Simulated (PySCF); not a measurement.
## Computed properties of Si(H)2(Br)(OMe) (CH5BrOSi), SMILES CO[SiH2]Br

Si(H)2(Br)(OMe) (CH5BrOSi), SMILES CO[SiH2]Br. The structure is a stationary point at PBE0-D3(BJ)/def2-SVP. The values are those of a single conformer. All values are computed for the isolated molecule unless a solvent is named; none is compared with measurement here.

**Structure.** All 21 harmonic modes at PBE0-D3(BJ)/def2-SVP (PySCF) are real, so it is a minimum. With heavy atoms numbered as in [SiH2:1]([Br:2])[O:3][CH3:4], the shortest bond between them is O3–C4 at 1.404 Å and the longest Si1–Br2 at 2.232 Å.

**Vibrations.** The strongest infrared lines (harmonic, unscaled, degenerate partners summed) lie at 889 cm⁻¹ (344 km/mol, H 82 %, Si 15 %), 1225 cm⁻¹ (172 km/mol, O 39 %, H 32 %, C 27 %), 943 cm⁻¹ (128 km/mol, H 92 %). The softest mode is at 80 cm⁻¹ and the zero-point energy is 38.4 kcal/mol.

**Electronic structure.** r2SCAN/def2-TZVP (PySCF) places the frontier levels at -7.38 and -0.25 eV, a gap of 7.13 eV, and gives a dipole moment of 1.47 D and a mean polarisability of 60.1 bohr³. PBE/def2-TZVP (PySCF) at the same geometry gives -7.04 and -0.66 eV, so its gap is 0.75 eV narrower. An orbital gap is neither the optical nor the fundamental gap.

**Excitations.** TDA-M06-2X/def2-SVPD (PySCF) has S1 at 7.11 eV (174 nm, f = 0.030, weak); the most intense of the 10 singlets computed lies at 8.18 eV (f = 0.09). T1 (TDA) is at 6.76 eV, 0.35 eV under S1. TDA-PBE/def2-SVPD (PySCF) puts S1 at 6.37 eV. No vertical singlet excitation falls in the visible range (under 3.1 eV).

**NMR.** GIAO shifts at PBE0/pcSseg-1 (PySCF) (non-relativistic, atoms alike by connectivity averaged): ¹³C at 54.5 ppm against TMS; ¹H from 4.0 to 5.8 ppm against TMS; ²⁹Si at -5.6 ppm against TMS. Without spin–orbit terms, shifts of atoms bonded to Cl or Br come out too high.

**Solvation.** SMD-M06-2X/6-31G* (PySCF) gives -1.2 kcal/mol in water, -3.6 kcal/mol in tetrahydrofuran, -3.5 kcal/mol in cyclohexanone (1 M in both phases, gas-phase geometry).
